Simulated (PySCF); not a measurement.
SMILES c1coc(c1)CCCC (C₈H₁₂O) (GFN2-xTB optimised geometry):

```
21

C      2.681     0.959    -3.837
C      2.349     0.410    -2.454
C      2.213     1.526    -1.422
C      1.867     0.988    -0.026
C      0.521     0.348     0.002
C      0.137    -0.960     0.000
C     -1.281    -0.960     0.000
C     -1.651     0.347     0.000
O     -0.569     1.146     0.001
H      2.776     0.149    -4.557
H      1.896     1.630    -4.178
H      3.618     1.511    -3.814
H      1.415    -0.154    -2.501
H      3.136    -0.279    -2.138
H      1.432     2.220    -1.738
H      3.152     2.081    -1.363
H      1.879     1.816     0.685
H      2.612     0.252     0.280
H      0.780    -1.816     0.001
H     -1.926    -1.815     0.000
H     -2.612     0.823     0.001
```

Calculation: PySCF with CAM-B3LYP/def2-SVP.

Question: What are the frontier orbital energies and the dipole moment?

Answer: HOMO-2 -10.52 eV, HOMO-1 -9.21 eV, HOMO -7.45 eV, LUMO 1.78 eV, LUMO+1 2.84 eV; dipole moment 0.49 D.

Meta-Löwdin charges at CAM-B3LYP/def2-SVP: C1 -0.28, C2 -0.15, C3 -0.15, C4 -0.18, C5 0.17, C6 -0.19, C7 -0.17, C8 0.04, O9 -0.25, H10 0.09, H11 0.09, H12 0.09, H13 0.09, H14 0.08, H15 0.09, H16 0.08, H17 0.10, H18 0.10, H19 0.11, H20 0.12, H21 0.12.
